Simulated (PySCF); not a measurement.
C6H3NO2.
Atom-mapped SMILES: `[N:1]#[C:2][C:3]#[C:4]/[CH:5]=[CH:6]\[C:7](=[O:8])[OH:9]` (hydrogens: H10 on C5; H11 on C6; H12 on O9)

The geometry is computed with GFN2-xTB (gas phase).

List the bond lengths, angles and torsions at this level.

```json
{"bond": "N1≡C2", "length (Å)": "1.150", "order": "triple"}
{"bond": "C2–C3", "length (Å)": "1.358", "order": "single"}
{"bond": "C3≡C4", "length (Å)": "1.214", "order": "triple"}
{"bond": "C4–C5", "length (Å)": "1.396", "order": "single"}
{"bond": "C5=C6", "length (Å)": "1.342", "order": "double"}
{"bond": "C6–C7", "length (Å)": "1.471", "order": "single"}
{"bond": "C7=O8", "length (Å)": "1.205", "order": "double"}
{"bond": "C7–O9", "length (Å)": "1.342", "order": "single"}
{"bond": "C5–H10", "length (Å)": "1.084", "order": "single"}
{"bond": "C6–H11", "length (Å)": "1.078", "order": "single"}
{"bond": "O9–H12", "length (Å)": "0.970", "order": "single"}
```

Orders are formal, as drawn. A selection of angles:
```json
{"angle": "N1–C2–C3", "degrees": "179.1"}
{"angle": "C2–C3–C4", "degrees": "178.5"}
{"angle": "C3–C4–C5", "degrees": "175.8"}
{"angle": "C4–C5–C6", "degrees": "124.1"}
{"angle": "C4–C5–H10", "degrees": "115.4"}
{"angle": "C6–C5–H10", "degrees": "120.5"}
{"angle": "C5–C6–C7", "degrees": "122.1"}
{"angle": "C5–C6–H11", "degrees": "121.7"}
{"angle": "C7–C6–H11", "degrees": "116.2"}
{"angle": "C6–C7–O8", "degrees": "125.9"}
{"angle": "C6–C7–O9", "degrees": "111.3"}
{"angle": "O8–C7–O9", "degrees": "122.8"}
{"angle": "C7–O9–H12", "degrees": "110.3"}
```

Dihedral angles: C4–C5–C6–C7 0° (synperiplanar); C5–C6–C7–O8 0° (synperiplanar); H12–O9–C7–C6 180° (antiperiplanar).

The 9 heavy atoms lie in one plane (0.001 Å rms). Of the pairs four or more bonds apart, C4···O8 is among the closest relative to their van der Waals radii: 2.74 Å, 85 % of the sum of Bondi's values. The 2 C–O bonds span 1.205 Å (C7=O8, drawn double) to 1.342 Å (C7–O9, drawn single), a spread of 0.137 Å. The C–C distances run from 1.214 Å (C3≡C4, drawn triple) to 1.471 Å (C6–C7, drawn single), a spread of 0.257 Å.

Point group: Cs (tolerance 0.08 Å). GFN2-xTB frequencies: not computed here. One conformer, not necessarily the lowest (C5–C6–C7–O8 0°, C6–C7–O9–H 180°).
